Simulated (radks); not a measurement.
Problem. Calculated with a radial shooting solver on a logarithmic mesh with Libxc functionals: non-relativistic Kohn-Sham, r2SCAN, spin-polarised, spherical densities, point nucleus; open shells are filled with parallel spins first; meta-GGA in the generalised Kohn-Sham scheme. Each species is in its NIST ground configuration. Rank Ne, B, Li, N, F, C, O, Be by radius at which the density is 0.001 e/bohr^3 (bohr), largest first.

Solution. Li 4.18, Be 4.15, B 3.90, C 3.63, N 3.38, O 3.25, F 3.09, Ne 2.94.
